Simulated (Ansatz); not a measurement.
Input for Ansatz (a first-principles code): R-wB97M-V/def2-TZVPPD on CH6FGaO (a complex), monomers drawn apart or pushed together. Files ending in .json are basis or fitting sets from the Basis Set Exchange.

Ansatz 0.2 input:
```yaml
crystal:
  periodic: [false, false, false]
  atoms:
    - {symbol: C, position_ang: [-0.81961779, -0.59600906, 2.46606368]}
    - {symbol: O, position_ang: [0.30629081, 0.09500580, 1.93705396]}
    - {symbol: Ga, position_ang: [0.60977218, 0.39946948, 0.17661847]}
    - {symbol: H, position_ang: [-1.49901563, -0.92624417, 1.67507676]}
    - {symbol: H, position_ang: [-0.47995652, -1.47015689, 3.02537897]}
    - {symbol: H, position_ang: [-1.36446284, 0.06328739, 3.14486741]}
    - {symbol: H, position_ang: [-0.50086895, -0.17494581, -0.75500837]}
    - {symbol: H, position_ang: [1.92416496, 1.17865520, -0.07774270]}
    - {symbol: F, position_ang: [2.02987379, 0.94587233, 3.94567398]}
    - {symbol: H, position_ang: [1.42685362, 0.64625527, 3.26655288]}
basis:
  gaussian:
    orbitals: def2-TZVPPD.json
hamiltonian:
  xc: {name: wB97M-V}
scf: {lower_state_search: off}
```

Program output:

```
WARN ansatz: RAYON_NUM_THREADS=1 ignored (pool sized by the plan → 1); use --threads N
Functional definition: wB97M-V
these checks for a lower state are left out or cut short: stability, starts, cluster_reference, orbital_swaps, neighbouring_geometries, increment
integrals: 0.31 GiB planned
1316 factors; their error is unknown
integrals: 0.34 GiB planned
402 factors; integrals over basis functions are off by at most 2.7e-5 eV
mean field: 1.80 GiB planned
mean field evaluation 1: about -58269.3647 eV, gradient 5.7e1 eV
mean field evaluation 2: about -58267.3115 eV, gradient 7.1e1 eV
mean field evaluation 4: about -58274.6459 eV, gradient 3.3e0 eV
mean field evaluation 8: about -58274.6697 eV, gradient 3.9e-2 eV
mean field evaluation 16: about -58274.7558 eV, gradient 3.5e-5 eV
mean field -58274.75583426 eV, -2141.5577768610 hartree, gradient 1.0e-5 eV, S^2 0.000000; 0 other end points of the search recorded, 0 dependent functions left out
reference -58274.75590838 eV, -2141.5577795849 hartree; 30, 30 occupied and 243, 243 virtual orbitals, 1316 factors
Total energy: -58274.75590838 eV, -2141.5577795849 hartree
Checks for a lower state left out: stability, starts, cluster_reference, orbital_swaps, neighbouring_geometries, increment
```

Self-consistency was reached.

Cost: roughly 13 core-seconds.
